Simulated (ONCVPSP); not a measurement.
## What one change does to a pseudopotential (Zr, ONCV)

ONCVPSP 4.0.1 input, shortened (lines: element, Z, core and valence counts, functional; n l f; lmax; l rc ep ncon nbas qcut; lloc lpopt rc5 dvloc0; l nproj debl; icmod fcfact rcfact), LDA (Perdew-Zunger), scalar-relativistic:

```
  Zr 40.00    6    4        3      upf
    1    0    2.00
    2    0    2.00
    2    1    6.00
    3    0    2.00
    3    1    6.00
    3    2   10.00
    4    0    2.00
    4    1    6.00
    4    2    2.00
    5    0    1.00
    3
    0    1.70    0.00    4    7    6.90
    1    1.45    0.00    3    7    6.00
    2    1.95    0.00    4    7    4.90
    3    1.80    0.02    3    7    6.80
    4    5    1.00   -1.00
    0    2    3.90
    1    2    2.60
    2    2    1.90
    3    2    1.70
    3    5.75    1.25
```

Change: f: rc 1.45, qcut 8.4, nproj 0; local potential the f channel.

Cutoffs: the cutoffs (Ha) at which the residual kinetic energy of the hardest occupied pseudo-wave falls to 1 and 0.1 mHa per electron; they do not see the model core or the augmentation charge, which bear on the density cutoff. Errors are all-electron minus pseudo energies relative to the spin-unpolarised reference configuration.

Task: Predict the effect on cutoff, ghosts and configuration errors.

Result: The potential gets neither clearly harder nor softer (18 Ha and 69 Ha → 18 Ha and 69 Ha); the lowest positive-energy flag moves from s at 52.6 eV to s at 213.8 eV; the errors of the 4 common tests hardly move; the range in which the s phases agree widens (upper end 1.6 → at the end of the scan); neither file shows a bound ghost.

| quantity | base | changed |
| --- | --- | --- |
| cutoff, loose | 18 Ha | 18 Ha |
| cutoff, tight | 69 Ha | 69 Ha |
| bound ghosts | none | none |
| GHOST(+) flags under 300 eV | s at 52.6 eV, d at 143.1 eV | s at 213.8 eV |
| error for 4s2 4p6 4d2 5s2, meV [ΔE -7.35 eV] | +0.6 | +0.6 |
| error for 4s2 4p6 4d2 5s0, meV [ΔE 13.24 eV] | -2.2 | -2.2 |
| error for 4s2 4p6 4d1 5s0, meV [ΔE 36.06 eV] | +4.5 | +4.6 |
| error for 4s2 4p6 4d2.5 5s1.5, meV [ΔE -6.83 eV] | +0.1 | +0.1 |
| s: phases at 1.72 bohr within 0.05 rad from the reference energy up to (Ha; the scan ends near 5) | 1.6 | to the end of the scan |
| p: phases at 1.47 bohr within 0.05 rad from the reference energy up to (Ha; the scan ends near 5) | 4.7 | to the end of the scan |
| d: phases at 1.97 bohr within 0.05 rad from the reference energy up to (Ha; the scan ends near 5) | to the end of the scan | to the end of the scan |
| rms error of d²Exc/dni dnj with the model core, mHa | 0.58 | 0.59 |
